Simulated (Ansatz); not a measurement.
## Molecular dynamics of CH5AlCl2Si

The input (input.yaml):

```yaml
crystal:
  periodic: [false, false, false]
  atoms:
    - { symbol: Si, position_ang: [-0.350743, -1.075785, 0.948818] }
    - { symbol: C, position_ang: [0.809526, 0.118071, 0.093425] }
    - { symbol: Al, position_ang: [-0.062769, 1.188631, -1.182108] }
    - { symbol: Cl, position_ang: [-0.333027, 0.564263, -3.13241] }
    - { symbol: Cl, position_ang: [-0.878708, 3.023322, -0.698412] }
    - { symbol: H, position_ang: [-1.405313, -0.341868, 1.620281] }
    - { symbol: H, position_ang: [0.369825, -1.869471, 1.925291] }
    - { symbol: H, position_ang: [-0.952883, -1.959991, -0.029464] }
    - { symbol: H, position_ang: [1.608292, -0.457675, -0.394701] }
    - { symbol: H, position_ang: [1.278801, 0.759603, 0.852181] }
basis:
  gaussian: { orbitals: STO-3G }
hamiltonian:
  xc: lda
md:
  timestep: 0.25
  n_steps: 250
  ensemble: nvt_nose_hoover
  temperature: 500.0
  initial_velocities: maxwell_boltzmann
  seed: 529902
scf:
  lower_state_search: "off"
```

Command:

```bash
$ ansatz run input.yaml --threads 1 --pin off --max-ram 2048MiB --backend cpu --events-out ev --progress --plain --runs-dir out
```

It starts from a relaxed structure.

Output, in part (one step line in 9, the closing report, with atoms numbered from 0):

```
md step     0: t =     0.00 fs  T =   500.0 K  F+E_penalty+E_count = -40031.17268857 eV  E_kin = 0.517040 eV  conserved = -40030.65564857 eV  (13 SCF iters)
md step     9: t =     2.25 fs  T =   382.7 K  F+E_penalty+E_count = -40031.05115160 eV  E_kin = 0.395781 eV  conserved = -40030.65538119 eV  (11 SCF iters)
md step    18: t =     4.50 fs  T =   256.8 K  F+E_penalty+E_count = -40030.92075338 eV  E_kin = 0.265536 eV  conserved = -40030.65530651 eV  (11 SCF iters)
md step    27: t =     6.75 fs  T =   215.0 K  F+E_penalty+E_count = -40030.87750361 eV  E_kin = 0.222312 eV  conserved = -40030.65545859 eV  (11 SCF iters)
md step    36: t =     9.00 fs  T =   160.4 K  F+E_penalty+E_count = -40030.82053822 eV  E_kin = 0.165823 eV  conserved = -40030.65522927 eV  (12 SCF iters)
md step    45: t =    11.25 fs  T =   269.6 K  F+E_penalty+E_count = -40030.93335805 eV  E_kin = 0.278830 eV  conserved = -40030.65545877 eV  (11 SCF iters)
md step    54: t =    13.50 fs  T =   356.6 K  F+E_penalty+E_count = -40031.02246582 eV  E_kin = 0.368717 eV  conserved = -40030.65551441 eV  (11 SCF iters)
md step    63: t =    15.75 fs  T =   326.7 K  F+E_penalty+E_count = -40030.99046549 eV  E_kin = 0.337859 eV  conserved = -40030.65535827 eV  (11 SCF iters)
md step    72: t =    18.00 fs  T =   324.2 K  F+E_penalty+E_count = -40030.98692084 eV  E_kin = 0.335297 eV  conserved = -40030.65541891 eV  (11 SCF iters)
md step    81: t =    20.25 fs  T =   284.8 K  F+E_penalty+E_count = -40030.94509392 eV  E_kin = 0.294525 eV  conserved = -40030.65550401 eV  (11 SCF iters)
md step    90: t =    22.50 fs  T =   186.9 K  F+E_penalty+E_count = -40030.84261397 eV  E_kin = 0.193282 eV  conserved = -40030.65519838 eV  (11 SCF iters)
md step    99: t =    24.75 fs  T =   262.3 K  F+E_penalty+E_count = -40030.91980017 eV  E_kin = 0.271215 eV  conserved = -40030.65547564 eV  (11 SCF iters)
md step   108: t =    27.00 fs  T =   304.5 K  F+E_penalty+E_count = -40030.96187409 eV  E_kin = 0.314903 eV  conserved = -40030.65540776 eV  (12 SCF iters)
md step   117: t =    29.25 fs  T =   321.7 K  F+E_penalty+E_count = -40030.97781530 eV  E_kin = 0.332668 eV  conserved = -40030.65535028 eV  (11 SCF iters)
md step   126: t =    31.50 fs  T =   355.8 K  F+E_penalty+E_count = -40031.01114678 eV  E_kin = 0.367919 eV  conserved = -40030.65554456 eV  (11 SCF iters)
md step   135: t =    33.75 fs  T =   248.6 K  F+E_penalty+E_count = -40030.89805555 eV  E_kin = 0.257038 eV  conserved = -40030.65536949 eV  (11 SCF iters)
md step   144: t =    36.00 fs  T =   175.1 K  F+E_penalty+E_count = -40030.82060487 eV  E_kin = 0.181043 eV  conserved = -40030.65529582 eV  (11 SCF iters)
md step   153: t =    38.25 fs  T =   213.0 K  F+E_penalty+E_count = -40030.85848585 eV  E_kin = 0.220307 eV  conserved = -40030.65542821 eV  (12 SCF iters)
md step   162: t =    40.50 fs  T =   233.7 K  F+E_penalty+E_count = -40030.87788175 eV  E_kin = 0.241660 eV  conserved = -40030.65534837 eV  (11 SCF iters)
md step   171: t =    42.75 fs  T =   295.0 K  F+E_penalty+E_count = -40030.93893890 eV  E_kin = 0.305042 eV  conserved = -40030.65537930 eV  (11 SCF iters)
md step   180: t =    45.00 fs  T =   350.8 K  F+E_penalty+E_count = -40030.99360945 eV  E_kin = 0.362711 eV  conserved = -40030.65553891 eV  (11 SCF iters)
md step   189: t =    47.25 fs  T =   283.2 K  F+E_penalty+E_count = -40030.92026178 eV  E_kin = 0.292818 eV  conserved = -40030.65529555 eV  (11 SCF iters)
md step   198: t =    49.50 fs  T =   284.4 K  F+E_penalty+E_count = -40030.91877313 eV  E_kin = 0.294065 eV  conserved = -40030.65542267 eV  (11 SCF iters)
md step   207: t =    51.75 fs  T =   276.2 K  F+E_penalty+E_count = -40030.90709111 eV  E_kin = 0.285578 eV  conserved = -40030.65541414 eV  (11 SCF iters)
md step   216: t =    54.00 fs  T =   245.7 K  F+E_penalty+E_count = -40030.87255608 eV  E_kin = 0.254119 eV  conserved = -40030.65526337 eV  (11 SCF iters)
md step   225: t =    56.25 fs  T =   320.3 K  F+E_penalty+E_count = -40030.94644714 eV  E_kin = 0.331202 eV  conserved = -40030.65546851 eV  (11 SCF iters)
md step   234: t =    58.50 fs  T =   316.7 K  F+E_penalty+E_count = -40030.93853619 eV  E_kin = 0.327518 eV  conserved = -40030.65543126 eV  (11 SCF iters)
md step   243: t =    60.75 fs  T =   274.5 K  F+E_penalty+E_count = -40030.89101573 eV  E_kin = 0.283892 eV  conserved = -40030.65529835 eV  (11 SCF iters)
md step   250: t =    62.50 fs  T =   295.2 K  F+E_penalty+E_count = -40030.90957350 eV  E_kin = 0.305298 eV  conserved = -40030.65547695 eV  (11 SCF iters)
Total energy: -40030.90959613 eV, -1471.1087937326 hartree
Atom 0 at    -0.315996    -1.073887     1.180535 Å, force     0.624728     0.866271    -1.139195 eV/Å
Atom 1 at     0.701105    -0.052063    -0.095341 Å, force     0.492489    -1.754527     1.942389 eV/Å
Atom 2 at    -0.142814     1.100765    -1.233759 Å, force    -0.784595     1.607548     0.115448 eV/Å
Atom 3 at    -0.251058     0.708677    -3.217592 Å, force    -0.138295    -0.203297    -1.014758 eV/Å
Atom 4 at    -0.893736     3.014969    -0.703162 Å, force     0.394473    -1.069989    -0.128251 eV/Å
Atom 5 at    -1.200440    -0.192754     1.870460 Å, force    -0.386218     0.230703     0.497682 eV/Å
Atom 6 at     0.583529    -1.766197     2.065465 Å, force     0.145763    -0.009989     0.255005 eV/Å
Atom 7 at    -1.081543    -2.058391     0.464017 Å, force    -0.198046    -0.159590    -0.143229 eV/Å
Atom 8 at     1.282873    -0.878948    -0.551672 Å, force    -0.062108     0.741766    -0.519715 eV/Å
Atom 9 at     1.426483     0.568139     0.463831 Å, force    -0.088190    -0.248895     0.134624 eV/Å
Dipole moment:     0.271521    -0.510291     0.492942 e Å
```

All steps were run. The conserved energy stayed within 0.045 meV per atom of its start (net change 0.017 meV per atom), so the integration is sound. The mean temperature of the second half is 45 % below the set value. A run of 0.062 ps of so small a system gives no equilibrium averages. Limits of this set-up: minimal basis.

The same pairs are bonded in the first frame and the last. Pairs count as bonded within 1.25 times the sum of covalent radii (0.12 Å more for H–H).

Last frame:

```xyz
10
Properties=species:S:1:pos:R:3
Si -0.316 -1.074 1.181
C 0.701 -0.052 -0.095
Al -0.143 1.101 -1.234
Cl -0.251 0.709 -3.218
Cl -0.894 3.015 -0.703
H -1.200 -0.193 1.871
H 0.584 -1.766 2.066
H -1.081 -2.058 0.464
H 1.283 -0.879 -0.552
H 1.427 0.568 0.464
```

Time of the run: 4.8 min on 1 thread of Arm Neoverse V2 (shared host), peak memory 0.084 GiB.
